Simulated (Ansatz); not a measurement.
Consider the cleavage of the Si–Si bond: `N[SiH](O)[Si](N)(O)O` + NH₃ → `N[SiH](N)O` + `N[SiH](O)O`.

Program: Ansatz. Geometries: PBE0-D4/def2-TZVP. ΔE: electronic, gas phase. CCSD(T)/CBS adds triple-zeta CCSD(T) − MP2 to the extrapolated MP2 energy (def2 sets, frozen cores). This one scheme is used for every species. DFT in def2-TZVPP. B3LYP here is the variant with VWN-RPA as its local correlation; programs differ in this. Each species was taken in one conformer, which may not be the lowest.

`N[SiH](O)[Si](N)(O)O`:

```xyz
15

N    -1.552    1.392    1.079
Si   -0.952    0.774   -0.394
O    -0.154    1.836   -1.407
Si    0.787   -0.736    0.028
N     0.547   -2.426    0.007
O     1.258   -0.307    1.548
O     1.911   -0.491   -1.149
H    -2.443    1.847    1.181
H    -0.942    1.543    1.865
H    -2.155    0.281   -1.126
H    -0.657    2.546   -1.809
H     0.579   -2.929   -0.864
H    -0.040   -2.881    0.686
H     1.977   -0.819    1.927
H     1.834    0.369   -1.572
```

NH₃:

```xyz
4

N    -0.240   -0.134    0.063
H    -0.392    0.618   -0.598
H     0.190    0.274    0.884
H     0.442   -0.759   -0.350
```

`N[SiH](N)O`:

```xyz
10

N     0.479   -1.083    0.850
Si   -0.151   -0.160   -0.449
N    -0.993    1.121    0.300
O     1.118    0.181   -1.443
H     1.140   -1.820    0.665
H    -0.113   -1.309    1.633
H    -1.115   -0.795   -1.379
H    -0.590    1.644    1.060
H    -1.670    1.662   -0.211
H     1.895    0.559   -1.026
```

`N[SiH](O)O`:

Cartesian coordinates in Å:
```
N -0.676 -0.712 -0.786
Si -0.116 0.365 0.424
O 0.681 1.577 -0.340
O 0.766 -0.520 1.486
H -1.083 -1.595 -0.519
H -1.130 -0.346 -1.608
H -1.114 1.055 1.263
H 1.288 1.328 -1.038
H 1.385 -1.152 1.118
```

```
             level  ΔE (eV)
         r2SCAN-D4    -0.83
             B3LYP    -0.90
    MP2/def2-TZVPP    -0.96
   CCSD/def2-TZVPP    -0.94
CCSD(T)/def2-TZVPP    -0.89
     HF/def2-QZVPP    -1.16
SCS-MP2/def2-QZVPP    -0.98
      HF/CBS(def2)    -1.16
```

Q: What does CCSD(T)/CBS give? (Best estimate.)

A: Computed: -0.88 eV. The listed levels differ from it by 0.05, -0.02, -0.08, -0.06, -0.01, -0.28, -0.10, -0.28 eV.

Largest T1 diagnostic among the species: 0.012.

The D4 term adds +0.10 eV with B3LYP and +0.06 eV with PBE0; it sums over pairs of atoms, weighted by their polarisabilities, and B3LYP, whose exchange is more repulsive, gets the larger term. In def2-TZVPP, CCSD(T) changes the Hartree–Fock value by +0.25 eV (the triples alone add +0.04 eV) and MP2 by +0.19 eV. From PBE to PBE0 (25 % exact exchange), in def2-TZVPP and without D4, ΔE moves by −0.10 eV.
